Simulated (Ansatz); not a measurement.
Input file for Ansatz (a first-principles code): R-CCSD(T)/aug-cc-pV(D+d)Z on H7NSi (a complex). Files ending in .json are basis or fitting sets from the Basis Set Exchange.

Ansatz 0.2 input:
```yaml
crystal:
  periodic: [false, false, false]
  atoms:
    - {symbol: N, position_ang: [0.06952920, 0.16398241, -0.00728442]}
    - {symbol: H, position_ang: [-0.74419316, 0.64333838, 0.35970385]}
    - {symbol: H, position_ang: [0.03778779, -0.79277051, 0.32469213]}
    - {symbol: H, position_ang: [0.89048827, 0.60125531, 0.39447269]}
    - {symbol: Si, position_ang: [-0.01190062, 0.03083122, 3.63675079]}
    - {symbol: H, position_ang: [1.22329435, 0.71851686, 3.19909309]}
    - {symbol: H, position_ang: [-0.04529144, -0.02329675, 5.11609402]}
    - {symbol: H, position_ang: [-0.03172463, -1.34628558, 3.09514002]}
    - {symbol: H, position_ang: [-1.19417226, 0.77375948, 3.14635750]}
basis:
  gaussian:
    orbitals: aug-cc-pV_D+d_Z.json
magnetization: {spin_polarized: false}
correlation: {method: ccsd_t, electrons: outside_noble_gas}
scf: {lower_state_search: off}
```

### Question
What total energy does the run end on?

### Answer
-347.8336 hartree (reference determinant -347.4547, T1 diagnostic 0.010).
